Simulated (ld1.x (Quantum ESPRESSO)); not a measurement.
# Ranking TM potentials for Si (Z = 14)

All share these settings but for the change named:

silicon, norm-conserving Troullier–Martins (Kleinman–Bylander form), made with ld1.x (Quantum ESPRESSO) 7.5 (PBEsol, scalar-relativistic). Core [Ne], reference 3s1.5 3p2.5. Waves: 3s (bound): rc 1.35 bohr; 3p (bound): rc 2.40 bohr; 3d channel at 0.2 Ry: rc 2.05 bohr. Local part: all-electron potential smoothed inside 2.25 bohr (lloc = -1). Core correction: a·sin(br)/r model core inside 0.90 bohr.

Cutoff: the first of the cutoffs (Ry, on a coarse ladder) from which the occupation-weighted sum of valence levels, in a spherical-Bessel basis at the reference potential, stays within 10 and 1 mRy of its value at 400 Ry; the density cutoff is not measured.

The base gives 35 Ry.

Of 8 variants that were run, those that failed, showed a ghost or another fault, or gave nearly equal values are left out.

A variant can come out equal or close to the base.

(1) Rank these variants from softest to hardest (loose cutoff).
A. wave 3s (bound): rc 1.35 bohr becomes 3s (bound): rc 1.68 bohr
B. wave 3s (bound): rc 1.35 bohr becomes 3s (bound): rc 1.38 bohr
C. wave 3s (bound): rc 1.35 bohr becomes 3s (bound): rc 2.04 bohr
D. wave 3s (bound): rc 1.35 bohr becomes 3s (bound): rc 1.20 bohr

Answers

(1) C (12 Ry), A (15 Ry), B (35 Ry), D (50 Ry).
